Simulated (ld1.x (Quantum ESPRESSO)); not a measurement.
# titanium (Ti): excitation energies, all-electron against TM semilocal

ld1.x (Quantum ESPRESSO) 7.5 input, shortened:

```
&input
   title='Ti', zed=22., rel=1, dft='PBE', iswitch=3,
   config='[Ar] 3d2 4s2 4p0'
 /
 &inputp
   pseudotype=1, tm=.true., lloc=2,
   nlcc=.false.
 /
3
4S  1  0   2.00   0.00  2.45  2.45  0.0
4P  2  1   0.00   0.00  3.45  3.45  0.0
3D  3  2   2.00   0.00  2.00  2.00  0.0
 &test
   configts(1)='3d2 4s2 4p0'
 /
```

Energies are relative to the spin-unpolarised reference configuration 3d2 4s2 4p0; without spin polarisation the order of configurations can differ from experiment.

```csv
valence configuration,charge,ΔE all-electron (eV),error AE − PS (meV)
3d2 4s1 4p0,+1,7.347,+11
3d2 4s0 4p0,+2,20.919,+218
3d1 4s0 4p0,+3,47.867,+452
3d1 4s2 4p0,+1,9.745,+49
3d3 4s1 4p0,0,1.106,-41
3d3 4s0 4p0,+1,7.395,-12
3d2.5 4s1.5 4p0,0,0.353,-11
```

Levels in the configuration 3d3 4s0 4p0:

```tsv
level	all-electron (eV)	pseudo (eV)
3d	-8.025	-7.808
```
